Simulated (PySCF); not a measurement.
2,3,3-trifluoroprop-1-ene (C3H3F3), SMILES C=C(F)C(F)F. Atoms are numbered in the order given.

```xyz
9

C     -1.6551     0.0144    -0.7517
C     -0.6233     0.4280    -0.0305
F     -0.7178     1.3984     0.8756
C      0.7826    -0.0923    -0.1139
F      0.8755    -1.0301    -1.0731
F      1.1347    -0.6462     1.0652
H     -1.5131    -0.7813    -1.4817
H     -2.6413     0.4615    -0.6182
H      1.4980     0.7212    -0.3343
```

The structure is a stationary point at PBE0-D3(BJ)/def2-SVP. Other conformers were not sampled.

Method: HF/pcSseg-1 in PySCF.

GIAO shieldings, no solvent; atoms listed in one row are averaged. δ = σ(ref) − σ: ¹³C against TMS (σ = 192.6 ppm); ¹⁹F against CFCl3 (σ = 238.5 ppm); ¹H against TMS (σ = 31.99 ppm), references at their B3LYP-D3(BJ)/def2-TZVP geometries, non-relativistic.

```
nucleus   atoms  count  δ (ppm)
-------  ------  -----  -------
¹³C          C2      1    164.8
¹³C          C1      1    104.9
¹³C          C4      1     99.7
¹⁹F          F3      1   -110.1
¹⁹F          F6      1   -111.5
¹⁹F          F5      1   -125.1
¹H           H9      1     5.95
¹H       H7, H8      2     5.84
```
